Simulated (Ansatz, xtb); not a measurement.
# Worked example: C3H8Si + CH5N → C3H9NSi + CH4

Species: C3H8Si `CC(C)[SiH]`, singlet; CH5N (methylamine) `CN`, singlet; C3H9NSi `CC(C)[Si]N`, singlet; CH4 (methane) `C`, singlet. The partners trade H for NH2: Si–H and C–NH2 bonds give way to Si–NH2 and C–H.

Shapes, held fixed at every level: PBE0-D4/def2-TZVP. Flexible molecules stand in one conformer, not always the lowest. Programs: Ansatz 0.2.0, xtb 6.7.1. The zero-point and thermal change to 298 K, harmonic and unscaled (PBE0-D4/def2-TZVP), is +4.3 kJ/mol.

At CCSD(T)/CBS estimate; 1 Eh = 2625.50 kJ/mol:

| species | energy (Eh) |
| --- | --- |
| C3H8Si | -407.983281 |
| CH5N | -95.752808 |
| C3H9NSi | -463.356126 |
| CH4 | -40.462061 |

Problem. Work out ΔH(298 K) of the reaction at this level.

Solution. 
1. Products less reactants: (-463.356126) + (-40.462061) − [(-407.983281) + (-95.752808)] = -0.082098 Eh = -215.5 kJ/mol.
2. With the thermal change: -215.5 + (+4.3) = -211.2 kJ/mol.

Other levels give -212.0 (HF/def2-TZVPP) to -197.5 kJ/mol (PBE-D4/def2-TZVPP). No measured value is set beside it here. The CBS estimate extrapolates MP2 from def2-TZVPP and def2-QZVPP and adds CCSD(T) − MP2 in the triple-zeta set, cores frozen.
